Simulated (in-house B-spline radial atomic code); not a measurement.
A fraction x of an electron is removed from 3p in Cl, starting from [Ne] 3s2 3p5 and keeping the highest spin. Computed with an all-electron radial atomic-structure program (B-spline basis): non-relativistic M06-2X, spin-polarised, spherical fractional occupations, point nucleus.

Caution: exact exchange at fractional occupations of open shells leaves self-interaction of up to several eV.

```csv
x,E(x) - E(0) (eV),3p down level (eV)
0,0.0000,-9.110
0.02,0.1837,-9.261
0.13,1.2486,-10.102
0.25,2.5168,-11.038
0.42,4.5083,-12.398
0.5,5.5263,-13.052
0.54,6.0549,-13.382
0.7,8.3029,-14.722
0.81,9.9738,-15.660
0.88,11.0911,-16.264
1,13.1053,-17.308
```

The exact functional would give a straight line between the two integer points. Deviations E(x) - E(0) - x[E(1) - E(0)], in eV: -0.078 at x = 0.02, -0.455 at x = 0.13, -0.76 at x = 0.25, -0.996 at x = 0.42, -1.026 at x = 0.5, -1.022 at x = 0.54, -0.871 at x = 0.7, -0.641 at x = 0.81, -0.442 at x = 0.88.

The curve lies below the straight line by up to 1.026 eV (at x = 0.5): convex, the delocalisation error, to which spherically averaged exact exchange adds.

**Question.** How well does Slater's transition state (minus the level at half occupation) give the ionisation energy?

**Answer.** It gives 13.052 eV against 13.105 eV from the two total energies; NIST lists 12.97 eV, ground level to ground level. The end point has an open shell averaged over its orbitals, so its exact exchange keeps a self-interaction and this is no true integer point.
